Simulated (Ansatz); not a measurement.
One change: `N[C](=S)[ZnH]` becomes `NC(=S)[SeH]`.

Ansatz, PBE0-D4/def2-TZVP geometries, multiplicity 1. Each molecule was computed in one conformer, which needn't be the lowest. `N[C](=S)[ZnH]` holds a close contact that its SMILES doesn't draw: Zn···S 2.57 Å.

Scalar relativity is left out up to krypton. Spin–orbit coupling is left out; it splits and shifts lone-pair levels of the heavy atoms by tenths of an eV.

```json
{"property": "LUMO energy (B3LYP/def2-TZVPP) / eV", "`N[C](=S)[ZnH]`": "-1.55"}
{"property": "HOMO energy (PBE/def2-TZVPP) / eV", "`N[C](=S)[ZnH]`": "-5.10"}
{"property": "LUMO energy (ωB97M-V/def2-TZVPP) / eV", "`N[C](=S)[ZnH]`": "0.58"}
{"property": "size of the dipole moment (PBE/def2-TZVPP) / D", "`N[C](=S)[ZnH]`": "3.93"}
{"property": "ideal-gas entropy at 298 K and 1 bar (rigid rotor, harmonic PBE0-D4/def2-TZVP) / J/(mol·K)", "`N[C](=S)[ZnH]`": "320"}
{"property": "HOMO–LUMO gap (ωB97M-V/def2-TZVPP) / eV", "`N[C](=S)[ZnH]`": "8.85"}
```

Give the same properties after the change, and the shifts. (Best estimate.)

Computed: 
| property | `NC(=S)[SeH]` | shift |
| --- | --- | --- |
| LUMO energy (B3LYP/def2-TZVPP) / eV | -1.25 | 0.30 |
| HOMO energy (PBE/def2-TZVPP) / eV | -5.22 | -0.12 |
| LUMO energy (ωB97M-V/def2-TZVPP) / eV | 1.04 | 0.46 |
| size of the dipole moment (PBE/def2-TZVPP) / D | 3.22 | -0.71 |
| ideal-gas entropy at 298 K and 1 bar (rigid rotor, harmonic PBE0-D4/def2-TZVP) / J/(mol·K) | 321 | 1 |
| HOMO–LUMO gap (ωB97M-V/def2-TZVPP) / eV | 9.53 | 0.68 |

With PBE0 the HOMO falls by 0.21 eV and the LUMO rises by 0.27 eV, so the gap widens by about 0.48 eV. PBE moves the HOMO by -0.12 eV and ωB97M-V by -0.22 eV. Dipoles are sizes alone; their direction can turn.

B3LYP here is the variant with VWN-RPA as its local correlation; programs differ in this.
